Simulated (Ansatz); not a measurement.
Computed with Ansatz on PBE0-D4/def2-TZVP structures; ΔE is electronic, products minus reactants. CCSD(T)/CBS adds triple-zeta CCSD(T) − MP2 to the extrapolated MP2 energy (def2 sets, frozen cores). This one scheme is used for every species. Functionals use def2-TZVPP. B3LYP here is the variant with VWN-RPA as its local correlation; programs differ in this. One conformer a species, not always the lowest.

Reaction (ligand exchange at the Si–S bond): `[AlH2][S][SiH3]` + `C[SiH](N)O` → `C[SiH](N)O[SiH3]` + `[AlH2][SH]`

**Question.** Is it downhill or uphill in electronic energy at CCSD(T)/CBS, and by how much? (Best estimate.)

**Answer.** Computed: Downhill: ΔE = -45.3 kJ/mol.

**Question.** What do these levels give: PBE-D4, r2SCAN-D4, B3LYP-D4, ωB97X-V, B2PLYP, r2SCAN, B3LYP, HF/def2-TZVPP, SCS-MP2/def2-TZVPP, HF/def2-QZVPP, MP2/CBS(def2), CCSD/CBS(def2)? (Best estimate.)

**Answer.** Ansatz gave: PBE-D4 -32.8, r2SCAN-D4 -43.0, B3LYP-D4 -51.2, ωB97X-V -46.8, B2PLYP -50.6, r2SCAN -42.4, B3LYP -51.3, HF/def2-TZVPP -65.1, SCS-MP2/def2-TZVPP -51.4, HF/def2-QZVPP -66.9, MP2/CBS(def2) -42.0, CCSD/CBS(def2) -48.5 kJ/mol.

Largest T1 diagnostic among the species: 0.011.

In def2-TZVPP, CCSD(T) changes the Hartree–Fock value by +16.4 kJ/mol (the triples alone add +3.2 kJ/mol) and MP2 by +19.7 kJ/mol. From PBE to PBE0 (25 % exact exchange), in def2-TZVPP and without D4, ΔE moves by −3.4 kJ/mol.
